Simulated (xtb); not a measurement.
A geometry relaxed with xtb with GFN2-xTB, charge 0, multiplicity 1:

```xyz
9

Si     0.0000     0.0000     0.0000
O     -0.9430    -1.1239     0.6980
H     -0.9000    -0.4749    -1.9965
H     -0.6292    -1.5521     1.4888
O     -0.6176     0.2725    -1.4778
H      2.2346     0.0098    -0.1666
H     -0.7055     2.0172     0.6743
O      0.0452     1.4368     0.7571
O      1.5154    -0.5853     0.0228
```

Question: Write the SMILES of this molecule.

Answer: `O[Si](O)(O)O`
